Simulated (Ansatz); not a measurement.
**Reading a saddle point**

A first-order saddle point of CH3BrCl (charge -1), closed shell, PBE0-D4/def2-TZVPD, with one imaginary mode of 381i cm⁻¹:

```
6
angstrom
Br -1.4385 1.1582 1.5490
C -0.0058 0.0046 0.0062
Cl 1.4034 -1.1299 -1.5112
H -0.1955 0.7286 -0.7618
H 0.8407 0.1218 0.6541
H -0.6043 -0.8833 0.0637
```

Ansatz 0.2.0; basis: def2-TZVPPD and def2-QZVPPD; cores frozen in the correlated methods. Filled d shells of the heavier atoms are correlated. The def2 sets are not built for correlating such inner shells, so the correlated values are less sure here. Extrapolation: Hartree–Fock as exp(−7.88 √X), correlation as X^−2.97.

Task: Which contacts change along the imaginary mode, and what lies on either side? (Judge from chemistry; the calculation decides.)

Result: Computed: The step is [CH₃Br ([CH3][Br]) + Cl]⁻ → [CH₃Cl ([CH3][Cl]) + Br]⁻, with the molecules in contact on both sides. Shortening one way: C2–Cl3; lengthening the same way: Br1–C2.
```tsv
pair	one side (Å)	saddle (Å)	other side (Å)
C2–Cl3	3.07	2.36	1.81
Br1–C2	1.98	2.40	3.33
```

Task: Which side is lower, and how far does the saddle lie above each? (An estimate is asked for; the value comes from the calculation.)

Result: Computed: The side with C2–Cl3 short is lower by 6.32 kcal/mol; the saddle lies 15.41 kcal/mol above it and 9.09 kcal/mol above the other (CCSD(T) at an estimated basis limit (MP2 extrapolated from triple and quadruple zeta, plus CCSD(T) − MP2 in triple zeta); electronic energies).

T1 diagnostic: at most 0.015.

Labels in which every atom is bracketed show which atoms are joined, not bond orders.

For scale, one of the runs: CCSD(T)/def2-TZVPPD, 196 basis functions, launched by `ansatz run in.yaml --threads 4 --pin off --events-out ev --progress --plain --max-ram 9574MiB`. Hardware: 4 CPU threads of a Oxide Virtual Turin-like, shared host. Wall time 44 s; peak host memory 2.3 GiB.
